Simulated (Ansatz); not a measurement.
A set of 12 reactions (germylene extrusion), with CCSD(T)/CBS values in kJ/mol:

| reaction | ΔE |
| --- | --- |
| `[SH][Ge]([SH])([SH])[SH]` → `[SH][Ge][SH]` + `SS` | 190.1 |
| `[OH][Ge]([OH])([Cl])[Cl]` → `[Cl][Ge][Cl]` + `OO` | 464.3 |
| `[CH3][GeH]([F])[Cl]` → `CCl` + `[F][GeH]` | 266.9 |
| `C[S][GeH2][OH]` → `[OH][GeH]` + CH₃SH | 152.4 |
| `C[O][GeH]([NH2])[Cl]` → `C[O][Ge][Cl]` + NH₃ | 46.3 |
| `[SiH3][GeH2][SiH2][GeH2][SiH2][GeH3]` → `[GeH2]` + `[SiH3][SiH2][GeH2][SiH2][GeH3]` | 212.5 |
| `[AlH2][CH2][GeH3]` → `[CH3][AlH2]` + `[GeH2]` | 168.4 |
| `C[CH](C)[GeH3]` → `CCC` + `[GeH2]` | 151.9 |
| `[OH][GeH]([OH])[O][SiH3]` → `[SiH3][O][GeH]` + `OO` | 548.4 |
| `[BH2][GeH]([CH3])[F]` → `BC` + `[F][GeH]` | 97.5 |
| `[CH3][Ge]([OH])([F])[Cl]` → `[CH3][Ge][Cl]` + `OF` | 651.1 |
| `[SiH3][GeH2][SiH2][GeH2][SiH2][GeH3]` → `[GeH2]` + `[SiH3][GeH2][SiH2][SiH2][GeH3]` | 212.0 |

Program: Ansatz. Geometries: PBE0-D4/def2-TZVP. ΔE: electronic, gas phase. CBS: MP2 limit from def2 TZ/QZ plus the TZ coupled-cluster correction, frozen cores. This one scheme is used for every species. DFT in def2-TZVPP. B3LYP here is the variant with VWN-RPA as its local correlation; programs differ in this. For Ge outer-core shells are correlated without core-valence functions, which leaves a few kJ/mol of doubt a bond. Scalar relativity is left out up to krypton. One conformer a species, not always the lowest.

**Question.** Give the mean, mean absolute and largest difference (level minus CCSD(T)/CBS, kJ/mol) for: r2SCAN-D4, PBE0-D4, ωB97X-V, ωB97M-V, PBE, r2SCAN, B3LYP, HF/def2-TZVPP, SCS-MP2/def2-TZVPP, CCSD/def2-TZVPP, CCSD(T)/def2-TZVPP, MP2/def2-QZVPP, HF/CBS(def2), MP2/CBS(def2). (An estimate is asked.)

**Answer.** Ansatz gave: 
```json
{"level": "r2SCAN-D4", "mean": "5.2", "mean absolute": "6.4", "largest": "12.4"}
{"level": "PBE0-D4", "mean": "-0.5", "mean absolute": "6.9", "largest": "-15.7"}
{"level": "ωB97X-V", "mean": "1.5", "mean absolute": "3.4", "largest": "12.0"}
{"level": "ωB97M-V", "mean": "-12.4", "mean absolute": "12.4", "largest": "-19.0"}
{"level": "PBE", "mean": "-30.0", "mean absolute": "30.0", "largest": "-60.8"}
{"level": "r2SCAN", "mean": "2.5", "mean absolute": "5.1", "largest": "10.5"}
{"level": "B3LYP", "mean": "-40.6", "mean absolute": "40.6", "largest": "-55.0"}
{"level": "HF/def2-TZVPP", "mean": "-13.3", "mean absolute": "24.8", "largest": "-47.3"}
{"level": "SCS-MP2/def2-TZVPP", "mean": "11.2", "mean absolute": "11.3", "largest": "26.9"}
{"level": "CCSD/def2-TZVPP", "mean": "5.2", "mean absolute": "8.0", "largest": "17.1"}
{"level": "CCSD(T)/def2-TZVPP", "mean": "7.5", "mean absolute": "7.5", "largest": "16.0"}
{"level": "MP2/def2-QZVPP", "mean": "23.6", "mean absolute": "23.6", "largest": "42.8"}
{"level": "HF/CBS(def2)", "mean": "-14.7", "mean absolute": "26.8", "largest": "-49.9"}
{"level": "MP2/CBS(def2)", "mean": "20.8", "mean absolute": "20.8", "largest": "39.1"}
```

The largest T1 diagnostic in the set is 0.016, for `[OH][GeH]` (customary mark 0.02).

CCSD(T)/CBS is a level of theory with its own doubt, and the functionals carry their triple-zeta basis error, so these figures describe this set and don't rank the functionals.
